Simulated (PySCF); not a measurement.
**Electron correlation in Ar²⁺ (argon, charge +2)**

[Ne] 3s2 3p4, high-spin 3P determinant. All numbers are calculated (PySCF 2.14, the non-relativistic Hamiltonian (point nucleus), in aug-cc-pV(D+d)Z). Frozen: [Ne]; 6 electrons correlated.

MP2 pair energies summed by pair of shells (mhartree):

```
 pair  energy  share (%)
3p-3p  -48.21       50.3
3s-3p  -40.46       42.2
3s-3s   -7.09        7.4
```

Total MP2 correlation energy: -95.76 mhartree.

Same-spin part -23.55 and opposite-spin part -72.21 mhartree; SCS-MP2 scales them by 1/3 and 6/5 to -94.50 mhartree.

```
  level  correlation energy (mhartree)
   CCSD                        -118.28
    (T)                          -1.51
CCSD(T)                        -119.79
```

Diagnostics: T1 = 0.0071, D1 = 0.0241, largest double amplitude 0.048.

Question: Is a single reference adequate?

Answer: Yes: T1 lies below 0.03 and no double amplitude reaches 0.07.
